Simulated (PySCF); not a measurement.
**Variants of one PySCF input: OSn3⁺**

Base input, run as `OMP_NUM_THREADS=1 python input.py` with PySCF 2.14:

```python
from pyscf import gto, dft

mol = gto.M(
    atom='O 0 0 -1.0574; Sn 1.8095 0 0.047; Sn -0.9047 1.567 0.047; Sn -0.9047 -1.567 0.047',
    basis='lanl2dz',
    ecp={'Sn': 'lanl2dz'},
    charge=1,
    spin=3,
    verbose=4,
)
mf = dft.UKS(mol, xc='pw91')
mf.kernel()
mf.dip_moment()
print('orbital energies (hartree):', [e[max(0, n-3):n+3].round(4) for e, n in zip(mf.mo_energy, mol.nelec)])
```

Base result: E(SCF) = -85.164055 Eh, 13 cycles, ⟨S²⟩ = 3.754. The dipole of an ion depends on the origin. No search for the lowest solution was made.

Run time: 6.1 s on 1 thread of Arm Neoverse N1 (shared host), peak memory 0.21 GiB.

Each row names what differs from the base; energies in brackets are changes from the base.

| change | result | wall time (s) |
| --- | --- | --- |
| cycle limit: 50 → 5 | not converged: SCF after 5 cycles | 3.2 |
| functional: pw91 → hf,lyp | E(SCF) = -84.928575 Eh, 13 cycles, ⟨S²⟩ = 3.804 | 5.6 |
| density fitting: none → weigend [unsound on purpose] | E(SCF) = -85.164161 Eh (-0.0029 eV), 13 cycles, ⟨S²⟩ = 3.754 | 6.5 |
| geometry: coordinates × 0.98 → coordinates × 0.951 | E(SCF) = -85.155823 Eh (+0.2240 eV), 12 cycles, ⟨S²⟩ = 3.755 | 5.9 |
| step after the SCF: none → mp2; SCF type: UKS → UHF; functional: pw91 → none (Hartree–Fock); frozen orbitals: default → 1 | E(SCF) = -84.428180 Eh, 14 cycles, E(MP2) − E(SCF) = -0.21760 Eh, ⟨S²⟩ = 3.833 | 1.4 |
| spin (2S): 3 → 1 [spin-contaminated] | E(SCF) = -85.156975 Eh (+0.1926 eV), ⟨S²⟩ = 1.751 | 11 |
| length unit: angstrom → bohr [unsound on purpose] | E(SCF) = -80.091271 Eh, 9 cycles, ⟨S²⟩ = 3.756 | 4.9 |
| geometry: coordinates × 0.98 → coordinates × 4 [unsound on purpose] [spin-contaminated] | not converged: SCF after 50 cycles | 11 |
| core potential: on → off [unsound on purpose] | stops with RuntimeError (Failed to assign mo_occ. nelec (80, 77) > Nmo (33)) | 1.4 |
| Cartesian functions: off → on | E(SCF) = -85.164055 Eh (+0.0000 eV), 13 cycles, ⟨S²⟩ = 3.754 | 6.1 |
